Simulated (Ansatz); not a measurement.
All values below come from B3LYP-D3(BJ)/def2-TZVP in Ansatz (a quantum-chemistry and plane-wave program). No frequencies were computed at this level.

Ansatz 0.2 input:
```yaml
crystal:
  periodic: [false, false, false]
  atoms:
    - { symbol: S, position_ang: [-1.866626, -0.390577, 0.791495] }
    - { symbol: In, position_ang: [-0.162405, 0.809357, -0.441876] }
    - { symbol: S, position_ang: [1.998164, -0.285148, -0.427181] }
    - { symbol: H, position_ang: [-1.190946, -1.526897, 0.631202] }
    - { symbol: H, position_ang: [-0.459416, 2.308717, -1.255585] }
    - { symbol: H, position_ang: [1.681228, -0.915452, 0.701945] }
basis:
  gaussian: { orbitals: def2-tzvp }
hamiltonian:
  xc: b3lyp
  dispersion: d3bj
relax:
  max_steps: 150
```

Output:

```
Functional definition: B3LYP
1139 factors; their error is unknown
mean field evaluation 1: about -26896.4534 eV, gradient 2.9e1 eV
mean field evaluation 2: about -26894.5184 eV, gradient 4.0e1 eV
mean field evaluation 4: about -26898.6757 eV, gradient 1.2e0 eV
mean field evaluation 8: about -26898.7454 eV, gradient 2.8e-2 eV
mean field -26898.74541966 eV, -988.5106615478 hartree, gradient 6.3e-5 eV, S^2 0.000000; 0 other end points of the search recorded, 0 dependent functions left out
reference -26898.74568109 eV, -988.5106711555 hartree; 28, 28 occupied and 114, 114 virtual orbitals, 1139 factors
relax step   1: F+E_penalty+E_count = -26899.02396973 eV  Δ(F+E_penalty+E_count) = +0.000e0 eV  max|allowed force component| = 3.445e-1 eV/Å  Δτ_max = 0.0000 Å  (27 SCF iters, accepted)
these checks for a lower state are left out or cut short: starts, cluster_reference, orbital_swaps, neighbouring_geometries, increment
1139 factors; their error is unknown
mean field evaluation 16: about -26898.2798 eV, gradient 1.1e1 eV
mean field -26898.73029928 eV, -988.5101058843 hartree, gradient 1.9e-5 eV, S^2 0.000000; 0 other end points of the search recorded, 0 dependent functions left out
reference -26898.73056172 eV, -988.5101155288 hartree; 28, 28 occupied and 114, 114 virtual orbitals, 1139 factors
relax step   2: F+E_penalty+E_count = -26899.00763980 eV  Δ(F+E_penalty+E_count) = +1.633e-2 eV  max|allowed force component| = 7.911e-1 eV/Å  Δτ_max = 0.1939 Å  (34 SCF iters, rejected (line search))
these checks for a lower state are left out or cut short: starts, cluster_reference, orbital_swaps, neighbouring_geometries, increment
1139 factors; their error is unknown
mean field -26898.78265441 eV, -988.5120298999 hartree, gradient 2.7e-5 eV, S^2 0.000000; 0 other end points of the search recorded, 0 dependent functions left out
reference -26898.78291584 eV, -988.5120395071 hartree; 28, 28 occupied and 114, 114 virtual orbitals, 1139 factors
relax step   3: F+E_penalty+E_count = -26899.06017386 eV  Δ(F+E_penalty+E_count) = -3.620e-2 eV  max|allowed force component| = 1.055e-1 eV/Å  Δτ_max = 0.0969 Å  (29 SCF iters, accepted)
these checks for a lower state are left out or cut short: starts, cluster_reference, orbital_swaps, neighbouring_geometries, increment
1139 factors; their error is unknown
mean field evaluation 32: about -26898.7276 eV, gradient 1.4e-1 eV
mean field -26898.79508089 eV, -988.5124865646 hartree, gradient 6.7e-6 eV, S^2 0.000000; 0 other end points of the search recorded, 0 dependent functions left out
reference -26898.79534218 eV, -988.5124961668 hartree; 28, 28 occupied and 114, 114 virtual orbitals, 1139 factors
relax step   4: F+E_penalty+E_count = -26899.07191590 eV  Δ(F+E_penalty+E_count) = -1.174e-2 eV  max|allowed force component| = 3.249e-1 eV/Å  Δτ_max = 0.0977 Å  (30 SCF iters, accepted)
these checks for a lower state are left out or cut short: starts, cluster_reference, orbital_swaps, neighbouring_geometries, increment
1139 factors; their error is unknown
mean field -26898.80186777 eV, -988.5127359779 hartree, gradient 2.1e-5 eV, S^2 0.000000; 0 other end points of the search recorded, 0 dependent functions left out
reference -26898.80212848 eV, -988.5127455586 hartree; 28, 28 occupied and 114, 114 virtual orbitals, 1139 factors
relax step   5: F+E_penalty+E_count = -26899.07970802 eV  Δ(F+E_penalty+E_count) = -7.792e-3 eV  max|allowed force component| = 1.963e-1 eV/Å  Δτ_max = 0.0527 Å  (30 SCF iters, accepted)
these checks for a lower state are left out or cut short: starts, cluster_reference, orbital_swaps, neighbouring_geometries, increment
1139 factors; their error is unknown
mean field -26898.81407416 eV, -988.5131845542 hartree, gradient 6.1e-6 eV, S^2 0.000000; 0 other end points of the search recorded, 0 dependent functions left out
reference -26898.81433489 eV, -988.5131941359 hartree; 28, 28 occupied and 114, 114 virtual orbitals, 1139 factors
relax step   6: F+E_penalty+E_count = -26899.09028294 eV  Δ(F+E_penalty+E_count) = -1.057e-2 eV  max|allowed force component| = 9.483e-3 eV/Å  Δτ_max = 0.1047 Å  (30 SCF iters, accepted)
these checks for a lower state are left out or cut short: starts, cluster_reference, orbital_swaps, neighbouring_geometries, increment
1139 factors; their error is unknown
mean field -26898.79395114 eV, -988.5124450470 hartree, gradient 1.9e-5 eV, S^2 0.000000; 0 other end points of the search recorded, 0 dependent functions left out
reference -26898.79421280 eV, -988.5124546628 hartree; 28, 28 occupied and 114, 114 virtual orbitals, 1139 factors
relax step   7: F+E_penalty+E_count = -26899.06886046 eV  Δ(F+E_penalty+E_count) = +2.142e-2 eV  max|allowed force component| = 5.661e-1 eV/Å  Δτ_max = 0.1521 Å  (34 SCF iters, rejected (line search))
these checks for a lower state are left out or cut short: starts, cluster_reference, orbital_swaps, neighbouring_geometries, increment
1139 factors; their error is unknown
mean field evaluation 64: about -26898.8135 eV, gradient 7.1e-4 eV
mean field -26898.81349271 eV, -988.5131631863 hartree, gradient 1.7e-5 eV, S^2 0.000000; 0 other end points of the search recorded, 0 dependent functions left out
reference -26898.81375360 eV, -988.5131727741 hartree; 28, 28 occupied and 114, 114 virtual orbitals, 1139 factors
relax step   8: F+E_penalty+E_count = -26899.08934615 eV  Δ(F+E_penalty+E_count) = +9.368e-4 eV  max|allowed force component| = 1.380e-1 eV/Å  Δτ_max = 0.0756 Å  (29 SCF iters, rejected (line search))
these checks for a lower state are left out or cut short: starts, cluster_reference, orbital_swaps, neighbouring_geometries, increment
1139 factors; their error is unknown
mean field -26898.81441565 eV, -988.5131971038 hartree, gradient 2.0e-5 eV, S^2 0.000000; 0 other end points of the search recorded, 0 dependent functions left out
reference -26898.81467628 eV, -988.5132066820 hartree; 28, 28 occupied and 114, 114 virtual orbitals, 1139 factors
relax step   9: F+E_penalty+E_count = -26899.09084589 eV  Δ(F+E_penalty+E_count) = -5.629e-4 eV  max|allowed force component| = 3.179e-2 eV/Å  Δτ_max = 0.0368 Å  (29 SCF iters, accepted)
these checks for a lower state are left out or cut short: starts, cluster_reference, orbital_swaps, neighbouring_geometries, increment
1139 factors; their error is unknown
mean field -26898.81446373 eV, -988.5131988709 hartree, gradient 1.8e-5 eV, S^2 0.000000; 0 other end points of the search recorded, 0 dependent functions left out
reference -26898.81472436 eV, -988.5132084486 hartree; 28, 28 occupied and 114, 114 virtual orbitals, 1139 factors
relax step  10: F+E_penalty+E_count = -26899.09090159 eV  Δ(F+E_penalty+E_count) = -5.570e-5 eV  max|allowed force component| = 1.717e-2 eV/Å  Δτ_max = 0.0017 Å  (24 SCF iters, accepted)
these checks for a lower state are left out or cut short: starts, cluster_reference, orbital_swaps, neighbouring_geometries, increment
1139 factors; their error is unknown
mean field -26898.81439771 eV, -988.5131964448 hartree, gradient 1.9e-5 eV, S^2 0.000000; 0 other end points of the search recorded, 0 dependent functions left out
reference -26898.81465830 eV, -988.5132060210 hartree; 28, 28 occupied and 114, 114 virtual orbitals, 1139 factors
relax step  11: F+E_penalty+E_count = -26899.09092926 eV  Δ(F+E_penalty+E_count) = -2.767e-5 eV  max|allowed force component| = 4.496e-4 eV/Å  Δτ_max = 0.0036 Å  (30 SCF iters, accepted)
1139 factors; their error is unknown
mean field evaluation 96: about -26898.8144 eV, gradient 2.3e-2 eV
mean field -26898.81439772 eV, -988.5131964448 hartree, gradient 2.1e-5 eV, S^2 0.000000; 1 other end points of the search recorded, 0 dependent functions left out
reference -26898.81465830 eV, -988.5132060210 hartree; 28, 28 occupied and 114, 114 virtual orbitals, 1139 factors
Total energy: -26899.09118984 eV, -988.5233683678 hartree
Atom 0 at    -1.943810    -0.447876     0.545333 Å, force     0.000072    -0.000408    -0.000097 eV/Å
Atom 1 at    -0.165030     0.827624    -0.450776 Å, force    -0.000074     0.000450    -0.000215 eV/Å
Atom 2 at     2.050440    -0.086815    -0.254088 Å, force    -0.000018    -0.000227     0.000419 eV/Å
Atom 3 at    -1.135845    -1.427273     0.985204 Å, force     0.000120     0.000314     0.000243 eV/Å
Atom 4 at    -0.460041     2.307133    -1.256589 Å, force     0.000006    -0.000090     0.000042 eV/Å
Atom 5 at     1.654284    -1.172794     0.430916 Å, force    -0.000107    -0.000038    -0.000391 eV/Å
Dipole moment:    -0.003638     0.018217    -0.009935 e Å
```

Cost: very roughly 60 core-seconds.
